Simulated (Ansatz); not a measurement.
Basis-set extrapolation for CH₆O₃Si, SMILES `C[Si](O)(O)O` (PBE0-D4/def2-TZVP geometry, frozen core, Ansatz 0.2.0). Multiplicity 1, RHF reference.

```
                      def2-TZVPP   def2-QZVPP
                 HF  -555.205523  -555.228224
    MP2 correlation    -1.017851    -1.098836
CCSD(T) correlation    -1.079530      not run
```

Energies in hartree. Use E(X) = E(∞) + A·exp(−7.88·√X) for Hartree–Fock and E(X) = E(∞) + B·X^(−2.97) for correlation, with X = 3 and 4, and add CCSD(T) minus MP2 of the smaller set to the MP2 limit.

What is the CCSD(T) energy at the basis-set limit?

HF limit: -555.228224 + (-0.022701) × 0.13774 = -555.23135. MP2 limit: -1.098836 + (-0.080985) × 0.74074 = -1.15882. Higher-order term: -1.079530 − (-1.017851) = -0.06168. Total: -556.45185 hartree, 4.54 eV below CCSD(T)/def2-TZVPP.
